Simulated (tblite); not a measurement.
Compound: C5H11FSSi2.
SMILES with atom numbers: `[CH3:1][S:2][SiH2:3][C:4]1=[CH:5][CH2:6][SiH2:7][C@H:8]1[F:9]` (hydrogens: H10, H11, H12 on C1; H13, H14 on Si3; H15 on C5; H16, H17 on C6; H18, H19 on Si7; H20 on C8)

Cartesian coordinates in Å at the GFN2-xTB level; atoms count from 1:
```xyz
20
C5H11FSSi2 angstrom
C      4.1304    0.1598   -0.6937
S      2.5225    0.9988   -0.6021
Si     1.2805   -0.7343   -0.3408
C     -0.4752   -0.1122   -0.1927
C     -0.8886    1.1344   -0.4005
C     -2.3426    1.4769   -0.2830
Si    -3.2086   -0.1948    0.0251
C     -1.5279   -1.1255    0.1636
F     -1.4487   -2.2188   -0.6992
H      4.3096   -0.3851    0.2277
H      4.1397   -0.5177   -1.5416
H      4.8841    0.9289   -0.8238
H      1.7145   -1.4025    0.8906
H      1.4992   -1.6113   -1.4899
H     -0.1915    1.9233   -0.6464
H     -2.4827    2.1860    0.5353
H     -2.6729    1.9912   -1.1869
H     -3.9757   -0.6993   -1.1094
H     -3.9476   -0.2422    1.2877
H     -1.3238   -1.5449    1.1556
```

Method: GFN2-xTB as coded in tblite; computed harmonic values from a numerical Hessian at the method's own geometry, unscaled. This tight-binding method is rough: wavenumbers can miss measured ones by several per cent, in bad cases by 10 to 20. Modes of hydrogen on silicon can be 10 to 20 % off. One conformer, not necessarily the lowest.

Harmonic wavenumbers (cm⁻¹): 33.5, 40.8, 50.7, 71.8, 125.6, 148.6, 172.0, 184.7, 242.9, 293.8, 356.5, 439.9, 468.4, 494.7, 519.0, 525.5, 557.8, 594.1, 641.0, 693.6, 709.5, 730.1, 733.7, 744.1, 754.6, 786.7, 822.7, 858.5, 948.6, 959.7, 1006.3, 1032.8, 1076.3, 1087.0, 1171.3, 1224.8, 1271.9, 1277.2, 1324.2, 1448.2, 1456.5, 1462.2, 1673.3, 2224.8, 2269.7, 2273.7, 2309.2, 2899.3, 2956.4, 2982.4, 3031.1, 3034.1, 3059.7, 3066.7.

A = 2247, B = 487.6, C = 412.6 MHz; mass 178.010 u (most abundant isotopes); point group C1, symmetry number 1.

**Question.** Zero-point energy?

**Answer.** ½Σν̃ = 30661 cm⁻¹ = 366.79 kJ/mol.

**Question.** Give the ideal-gas entropy at 298.15 K and 1 bar in the rigid-rotor, harmonic-oscillator model (classical rotation).

**Answer.** Translation 173.48, rotation 129.46, vibration 176.95: S = 479.9 J/(mol K).

**Question.** And Cp and H(298.15 K) − H(0)?

**Answer.** Cp = 200.00 J/(mol K), of which vibrations give 166.74 (their classical limit is 54 R = 449.0); H(298.15 K) − H(0) = 36.00 kJ/mol without the zero-point energy, 26.08 from vibrations.

**Question.** How do the functions run with temperature in this model?

**Answer.** 
| T (K) | S (J/(mol K)) | Cp (J/(mol K)) | H − H(0) (kJ/mol) | G − H(0) (kJ/mol) | ln q(vib) |
| --- | --- | --- | --- | --- | --- |
| 50 | 271.8 | 69.7 | 2.53 | -11.06 | 1.30 |
| 100 | 328.7 | 96.3 | 6.71 | -26.16 | 3.39 |
| 373.15 | 528.6 | 234.5 | 52.32 | -144.93 | 13.38 |
| 500 | 604.0 | 280.8 | 85.15 | -216.85 | 17.66 |
| 750 | 730.5 | 342.2 | 163.66 | -384.21 | 25.49 |
| 1000 | 834.7 | 381.3 | 254.44 | -580.25 | 32.51 |

q(vib) and H(0) count from the zero-point level.

**Question.** What must be added to the electronic energy to get the Gibbs energy at 298.15 K and 1 bar?

**Answer.** ZPE + [H(298.15 K) − H(0)] − T·S = 366.79 + 36.00 − 143.08 = 259.71 kJ/mol.

Hindered rotation and anharmonicity are outside this model. Other conformers, if any are populated, would add a mixing term that is left out. The structure is chiral; the term R ln 2 for an equal mix with its mirror image is left out.
